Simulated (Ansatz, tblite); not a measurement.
Forces on the cluster Fe3 at its PBE-D4/def2-TZVP geometry. The state is a multiplicity 9 with charge 0.

The xTB rows come from tblite. At B97M-V/def2-TZVP the charge 0 multiplicity 9 is spin-contaminated (final ⟨S²⟩ up to 20.58, 20.00 for a pure state). At PBE0-D4/def2-TZVP a quintet of charge 0 lies 0.50 eV below the multiplicity 9, each at its own geometry. The structure comes from a short search, and lower isomers may exist.

GFN1-xTB (tblite), largest force 1.10 eV/Å:

```xyz
3
positions Å, forces eV/Å
Fe    0.451   -0.599   -1.017    0.393   -0.521   -0.886
Fe   -1.205    0.380    0.027   -1.049    0.331    0.023
Fe    0.754    0.219    0.990    0.656    0.191    0.862
```

GFN2-xTB (tblite), largest force 2.24 eV/Å:

```
Fe 0.799 -1.061 -1.803
Fe -2.135 0.673 0.048
Fe 1.336 0.388 1.755
```

B97M-V/def2-TZVP (Ansatz), largest force 1.39 eV/Å:

```
Fe 0.494 -0.656 -1.115
Fe -1.320 0.416 0.029
Fe 0.826 0.240 1.086
```
